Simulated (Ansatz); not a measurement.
Two isomers of CH3FOSSi: A = `OC1(F)[SiH2]S1`, B = `O[Si@H]1S[C@H]1F`.

Computed with Ansatz on PBE0-D4/def2-TZVP structures; ΔE is electronic, products minus reactants. CCSD(T)/CBS is the MP2 limit (def2-TZVPP, def2-QZVPP) plus CCSD(T) − MP2 in def2-TZVPP, frozen cores. DFT in def2-TZVPP. One conformer a species, not always the lowest.

A:

Z-matrix (Å, degrees):
```
C
F 1 1.366
Si 1 1.854 2 120.1
O 1 1.353 2 110.8 3 150.6
S 1 1.876 2 111.1 3 -76.9
H 3 1.479 1 119.6 2 150.6
H 3 1.479 1 118.6 2 3.7
H 4 0.966 1 109.5 2 64.5
```

B:

```xyz
8

O    -1.3914   -0.3946    1.2469
Si    0.1335   -0.0406    0.8031
S     1.2090   -1.2396   -0.5197
C     0.4965    0.4247   -0.9453
F    -0.5372    0.3723   -1.8474
H    -1.9541   -0.8102    0.5886
H     0.7928    0.5650    1.9699
H     1.2508    1.1230   -1.2962
```

Which is lower in electronic energy at CCSD(T)/CBS, and by how much? (Estimate.)

Ansatz gave: B, by 38.4 kcal/mol.

Give E(B) − E(A) in kcal/mol with HF/def2-TZVPP, PBE0-D4, B2PLYP, CCSD(T)/def2-TZVPP, CCSD/def2-TZVPP, ωB97M-V, MP2/def2-TZVPP. (Best estimate.)

Computed: HF/def2-TZVPP -39.2, PBE0-D4 -35.4, B2PLYP -38.1, CCSD(T)/def2-TZVPP -37.7, CCSD/def2-TZVPP -38.3, ωB97M-V -37.1, MP2/def2-TZVPP -39.3. None reverses the order clearly.

Does the order hold for the free energy at 298.15 K (harmonic terms from PBE0-D4)? (Best estimate.)

Ansatz gave: Yes: G(B) − G(A) = -37.2 kcal/mol, for one conformer each.

Largest T1 diagnostic: 0.014.

From BLYP to BHLYP (50 % exact exchange), in def2-TZVPP and without D4, E(B) − E(A) moves by −2.5 kcal/mol. At CCSD(T), def2-SVP lies +8.9 kcal/mol from the extrapolated value and def2-TZVPP +0.8 kcal/mol.
